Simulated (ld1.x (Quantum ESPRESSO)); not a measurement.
cerium (Ce): PAW pseudisation with PBEsol, scalar-relativistic reference atom.

cerium (Ce), PAW, made with ld1.x (Quantum ESPRESSO) 7.5 (PBEsol, scalar-relativistic). Core [Kr] 4d10, reference 4f1 5s2 5p6 5d1 6s2 6p0. Waves: 5s (bound): rcut 2.35, rcutus 2.85 bohr; 6s (bound): rcut 2.35, rcutus 2.85 bohr; 5p (bound): rcut 2.60, rcutus 2.95 bohr; 6p (bound, empty): rcut 2.60, rcutus 2.95 bohr; 5d (bound): rcut 3.45, rcutus 3.95 bohr; 5d channel at 0.1 Ry: rcut 3.45, rcutus 3.95 bohr; 4f (bound): rcut 1.05, rcutus 1.15 bohr; 4f channel at 3.2 Ry: rcut 1.05, rcutus 1.15 bohr. Local part: all-electron potential smoothed inside 2.45 bohr (lloc = -1). Core correction: a·sin(br)/r model core, default radius (ld1.x builds one for every PAW set, though the input has nlcc=.false.). Augmentation charge: BESSEL, radius 1.10 bohr.

Does the generator finish with these settings?

Yes, a potential is produced and its reference levels are reproduced.

Does the potential have ghost states?

Ghost state, extra bound levels that the all-electron valence spectrum of the same l lacks: d at -4.6 eV (p not tested). A true bound ghost makes a file unfit for plane-wave use.

Is the overlap operator S = 1 + Σ q|β⟩⟨β| positive definite (Bessel basis up to 400 Ry)?

No: its lowest eigenvalue is -0.184, in the p channel, so the generalised eigenproblem breaks down once the basis is large enough.

Its largest configuration-test error is +1.4 meV (4f1 5s2 5p6 5d1 6s1 6p0). Test run stopped at test 2 of 7 (negative rho).

Its overlap operator is not positive definite in a basis up to 400 Ry (lowest eigenvalue p -0.18), so the file is unfit for use: the generalised eigenproblem breaks down once the basis is large enough, and its test numbers describe a broken file.
